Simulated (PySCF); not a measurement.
Delta-SCF ions had no search for a lower state. Excitations are Tamm–Dancoff values on a coarser integration grid. The basis has no diffuse functions, so Rydberg states are missing or too high.

[Ga(CH3)3(NH3)] (charge 0, multiplicity 1)

Method: M06-2X/def2-TZVP // PBE0-D3(BJ)/def2-SVP run with PySCF.

- HOMO: -7.89 eV
- dipole moment: 4.54 D
- HOMO–LUMO gap: 8.41 eV
- LUMO: 0.52 eV
- S1 excitation (TDA): 6.16 eV
- S1 oscillator strength: 0.022
- brightest of the four lowest singlets (TDA): 7.05 eV
- T1 excitation (TDA): 6.03 eV
- S1–T1 gap (TDA): 0.13 eV
- vertical ionisation energy (Delta-SCF): 8.87 eV
- charge on the central atom (Mulliken): 0.57 e
- charge on the central atom (meta-Löwdin): 0.64 e
- total energy: -2101.1484 Ha
- cost: roughly 30 core-minutes

```xyz
17

Ga    -0.2533     0.0408     0.1717
C     -1.3951    -1.3783    -0.6402
H     -1.5821    -1.2061    -1.7135
H     -2.3814    -1.4037    -0.1476
H     -0.9596    -2.3854    -0.5276
C     -0.6335     1.9364    -0.3178
H     -1.5398     2.2906     0.2011
H     -0.8175     2.0638    -1.3978
H      0.1835     2.6185    -0.0285
C      0.5458    -0.3169     1.9636
H      0.9459    -1.3411     2.0499
H     -0.2182    -0.2085     2.7514
H      1.3572     0.3879     2.2113
N      1.5337    -0.2520    -1.0406
H      2.2632     0.4141    -0.7886
H      1.3308    -0.1289    -2.0321
H      1.9139    -1.1897    -0.9162
```
